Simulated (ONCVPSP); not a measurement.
## An all-electron radial function and its pseudo partner (zinc (Zn))

Columns: radius, all-electron u(r) and pseudo u(r) of the 3p shell (level -83.40 eV) of zinc in the configuration [Ne] 3s2 3p6 3d10 4s2; PBE, scalar-relativistic, ONCV scheme, ONCVPSP 4.0.1.

```csv
r (bohr),all-electron,pseudo
0.057,-0.4165,0.0314
0.115,-0.6727,0.1239
0.172,-0.5201,0.2652
0.230,-0.1439,0.4448
0.288,0.2806,0.6416
0.345,0.6489,0.8314
0.402,0.9312,0.9992
0.460,1.1249,1.1329
0.518,1.2338,1.2202
0.575,1.2748,1.2595
0.632,1.2671,1.2567
0.690,1.2241,1.2190
0.747,1.1594,1.1576
0.805,1.0801,1.0795
0.862,0.9956,0.9954
0.920,0.9078,0.9076
0.977,0.8230,0.8229
1.035,0.7404,0.7402
1.092,0.6641,0.6639
1.150,0.5920,0.5919
1.208,0.5260,0.5259
1.265,0.4670,0.4669
1.322,0.4137,0.4136
1.380,0.3649,0.3648
1.438,0.3213,0.3213
1.495,0.2832,0.2831
```

Question: How many radial nodes do the two functions have?

Answer: The all-electron 3p function has n − l − 1 = 1; the pseudo-wave has 0, since the states of the same l below it are removed with the core.

Question: At about which radius was the pseudo-wave matched?

Answer: 0.90 bohr, where the columns begin to agree (steps of 0.06 bohr).

Question: Where does each function peak?

Answer: Outermost all-electron maximum near 0.57 bohr, pseudo maximum near 0.57 bohr (to the table’s step).

Question: Is the pseudo-wave norm-conserving?

Answer: Yes: the ONCV scheme keeps the norm inside the radius equal to the all-electron one, which fixes the energy derivative of the logarithmic derivative at the level.
